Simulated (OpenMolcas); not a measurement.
# Levels of S+ by method

| Property | Result |
| --- | --- |
| Program | OpenMolcas 26.06 |
| Basis | ANO-RCC-VTZP [5s4p2d1f] |
| Scalar Hamiltonian | DKH2, point nucleus |
| Active space | 3 electrons in 3 orbitals (3p) |
| State averaging | 2S+1 = 4 odd, 1 root; 2S+1 = 2 odd, 8 roots |
| Spin-orbit coupling | state interaction with AMFI integrals over the reference wave functions, term energies averaged over their components |

Methods on the same reference wave functions:
A. CASSCF
B. SS-CASPT2, IPEA 0.25 Eh, imaginary shift 0.1 Eh (closed shells correlated: 2s 2p 3s)
C. XMS-CASPT2, IPEA 0.25 Eh, imaginary shift 0.1 Eh (closed shells correlated: 2s 2p 3s)

Energies in cm-1 above 3s2 3p3 4S* 3/2, the measured ground level; measured values from NIST Handbook of Basic Atomic Spectroscopic Data.

| Level | A | B | C | Measured |
| --- | --- | --- | --- | --- |
| 3s2 3p3 4S* 3/2 | 0.0 | 0.0 | 0.0 | 0.0 |
| 3s2 3p3 2D* 3/2 | 19220 | 15680 | 15300 | 14853 |
| 3s2 3p3 2D* 5/2 | 19238 | 15700 | 15320 | 14885 |
| 3s2 3p3 2P* 1/2 | 31911 | 26490 | 25730 | 24525 |
| 3s2 3p3 2P* 3/2 | 31935 | 26510 | 25750 | 24572 |

Deviations, from unrounded energies. A percentage is the sum of absolute deviations over the sum of measured energies, with the sign that they share, or ± where signs differ.

```
                        Against measurement  Levels      A     B     C
             mean absolute deviation (cm-1)       4   5900  1400   820
other terms of the ground configuration (%)       4  +29.8  +7.0  +4.1
```

C lies closest to measurement on these levels and A furthest from it. The largest miss of C in the table is 3s2 3p3 2P* 1/2, by +1200 cm-1. The ranking rests on the paired levels alone, and a cruder setting can come out closer through cancelling errors.

Between B and C the level of the table that moves most is 3s2 3p3 2P* 1/2, by 760 cm-1 (lowest in C, highest in B). Moves below CASPT2's spread within the term are not significant.

The mean deviations of B to C differ by less than CASPT2's widest spread within a term (1500 cm-1), so their order carries little weight.

From A to B the spin-free energies of the other terms of 3s2 3p3 shown, above 4S*, scale by factors of 0.82 to 0.83.

The lowest spin-free term lies below A's lowest term by 0.109 hartree in B, 0.109 hartree in C.

Term energies are means over components that CASPT2 splits; among the terms shown or strongly mixed into the levels shown the widest spread is 1500 cm-1 (3s2 3p3 2D*, C). With the s shell closed, the reference lacks s² → p² mixing. Without dynamic correlation excited terms often stand tens of per cent too high (terms of higher spin than the ground term too low), and those without a measured partner can miss by more than the paired ones (holds for A). Computed and measured levels are paired by configuration, term and J; levels that our copy of the source lacks, or whose pairing is in doubt (as where it misses far off the trend of its configuration), stay unpaired and out of the deviations. Only configurations of the active space appear.

* marks odd parity.
